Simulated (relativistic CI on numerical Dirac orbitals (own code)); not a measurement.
Ligand-field terms of d9

Computed with a parametric ligand-field model of a d^n configuration (Racah B and C, spin-orbit zeta, crystal field), exact diagonalisation.

Field parameters in Wybourne normalisation: Oh B⁴₀ = 21Dq, B⁴₄ = √(5/14) B⁴₀; Td as Oh with Dq negative (B⁴₀ = 21Dq, B⁴₄ = √(5/14) B⁴₀). The field is a parameter set, without covalency.

Question: Lowest levels for B = 460, C = 2300, ζ = 3150 cm⁻¹, Oh, 10Dq = 35750 cm⁻¹?

Answer: Γ8 0 (S 0.50), Γ7 32995 (S 0.50), Γ8 38114 (S 0.50) cm⁻¹, with S from ⟨S²⟩ = S(S + 1). The ground level has 3.01 electrons in the cubic e pair.

Question: Lowest levels for B = 530, C = 1870, ζ = 2300 cm⁻¹, Oh, 10Dq = 23300 cm⁻¹?

Answer: Γ8 0 (S 0.50), Γ7 21320 (S 0.50), Γ8 25091 (S 0.50) cm⁻¹, with S from ⟨S²⟩ = S(S + 1). The ground level has 3.01 electrons in the cubic e pair.

Question: Lowest levels for B = 360, C = 1820, ζ = 680 cm⁻¹, Td, 10Dq = -7500 cm⁻¹?

Answer: Γ7 0 (S 0.50), Γ8 924 (S 0.50), Γ8 8276 (S 0.50) cm⁻¹, with S from ⟨S²⟩ = S(S + 1). The ground level has 4.00 electrons in the cubic e pair.

Question: Lowest levels for B = 450, C = 1590, ζ = 850 cm⁻¹, Oh, 10Dq = 8350 cm⁻¹?

Answer: Γ8 0 (S 0.50), Γ7 7622 (S 0.50), Γ8 9019 (S 0.50) cm⁻¹, with S from ⟨S²⟩ = S(S + 1). The ground level has 3.01 electrons in the cubic e pair.

Question: Lowest levels for B = 860, C = 3890, ζ = 580 cm⁻¹, Td, 10Dq = -10150 cm⁻¹?

Answer: Γ7 0 (S 0.50), Γ8 819 (S 0.50), Γ8 10781 (S 0.50) cm⁻¹, with S from ⟨S²⟩ = S(S + 1). The ground level has 4.00 electrons in the cubic e pair.
